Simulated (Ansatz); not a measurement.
`[CH3][Al]([OH])[F]` and `C[NH][Al]([OH])[F]` differ in one atom or group.

Ansatz, PBE0-D4/def2-TZVP geometries, multiplicity 1. Each molecule was computed in one conformer, which needn't be the lowest.

| property | `[CH3][Al]([OH])[F]` |
| --- | --- |
| HOMO–LUMO gap (PBE0/def2-TZVPP) / eV | 8.68 |
| size of the dipole moment (B3LYP/def2-TZVPP) / D | 0.65 |
| LUMO energy (PBE0/def2-TZVPP) / eV | -0.25 |
| LUMO energy (ωB97M-V/def2-TZVPP) / eV | 1.25 |
| HOMO energy (PBE/def2-TZVPP) / eV | -7.54 |
| size of the dipole moment (ωB97M-V/def2-TZVPP) / D | 0.62 |

Task: What does the change do to each property? (An estimate is asked.)

Result: Ansatz gave: 
| property | `C[NH][Al]([OH])[F]` | shift |
| --- | --- | --- |
| HOMO–LUMO gap (PBE0/def2-TZVPP) / eV | 6.57 | -2.11 |
| size of the dipole moment (B3LYP/def2-TZVPP) / D | 0.81 | 0.16 |
| LUMO energy (PBE0/def2-TZVPP) / eV | -0.32 | -0.07 |
| LUMO energy (ωB97M-V/def2-TZVPP) / eV | 1.24 | -0.01 |
| HOMO energy (PBE/def2-TZVPP) / eV | -5.53 | 2.01 |
| size of the dipole moment (ωB97M-V/def2-TZVPP) / D | 0.75 | 0.13 |

With PBE0 the HOMO rises by 2.03 eV and the LUMO falls by 0.07 eV, so the gap narrows by about 2.10 eV. PBE moves the HOMO by 2.01 eV and ωB97M-V by 1.99 eV. Dipoles are sizes alone; their direction can turn.

B3LYP here is the variant with VWN-RPA as its local correlation; programs differ in this.
